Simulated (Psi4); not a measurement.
Psi4 input (wB97X-D/6-31G*):

```
memory 1500 MB

molecule {
0 2
C    -2.44397300   -0.14565100    0.36053100
S    -0.98132800   -0.97337600    0.64675900
B     0.33608400    0.02750200   -0.05367900
Cl    0.06554400    1.55859000   -0.86271200
Cl    1.96378600   -0.60995000    0.10919600
H    -2.46992200    0.80009300   -0.15541200
H    -3.34402600   -0.61655800    0.72225700
symmetry c1
no_reorient
no_com
}

set {
  basis 6-31G*
  reference uks
  scf_type pk
  dft_radial_points 99
  dft_spherical_points 590
  e_convergence 1e-8
  d_convergence 1e-7
  maxiter 150
}

e = energy('wb97x-d')
print_out(f'\nFINAL {e:.10f} DIPOLE {variable("CURRENT DIPOLE")[0]:.6f} {variable("CURRENT DIPOLE")[1]:.6f} {variable("CURRENT DIPOLE")[2]:.6f}\n')
```

From the output:

```
              A
    DOCC [    31 ]
    SOCC [     1 ]
    NA   [    32 ]
    NB   [    31 ]

  @UKS Final Energy: -1382.72028038988901

   => Energetics <=

    Nuclear Repulsion Energy =            306.7072341385355116
    One-Electron Energy =               -2516.9600448793107716
    Two-Electron Energy =                 894.6198890145312816
    DFT Exchange-Correlation Energy =     -67.0855575133478936
    Empirical Dispersion Energy =          -0.0018011502973429
    VV10 Nonlocal Energy =                  0.0000000000000000
    Total Energy =                      -1382.7202803898890124

  UHF NO Occupations:
  HONO-2 :   30  A 1.9989536
  HONO-1 :   31  A 1.9976913
  HONO-0 :   32  A 1.0000000
  LUNO+0 :   33  A 0.0023087
  LUNO+1 :   34  A 0.0010464
  LUNO+2 :   35  A 0.0003159
  LUNO+3 :   36  A 0.0002609

Computation Completed

Properties will be evaluated at   0.000000,   0.000000,   0.000000 [a0]

Properties computed using the SCF density matrix

 Multipole Moments:

 ------------------------------------------------------------------------------------
     Multipole            Electronic (a.u.)      Nuclear  (a.u.)        Total (a.u.)
 ------------------------------------------------------------------------------------

 L = 1.  Multiply by 2.5417464519 to convert [e a0] to [Debye]
 Dipole X            :         -0.6819599           -0.0000076           -0.6819675
 Dipole Y            :          0.0421490            0.0000057            0.0421547
 Dipole Z            :          0.0551574            0.0000151            0.0551725
 Magnitude           :                                                    0.6854930

 ------------------------------------------------------------------------------------

FINAL -1382.7202803899 DIPOLE -0.681967 0.042155 0.055173

*** Psi4 exiting successfully. Buy a developer a beer!
```

The geometry given is a B3LYP-D3(BJ)/def2-TZVP minimum.
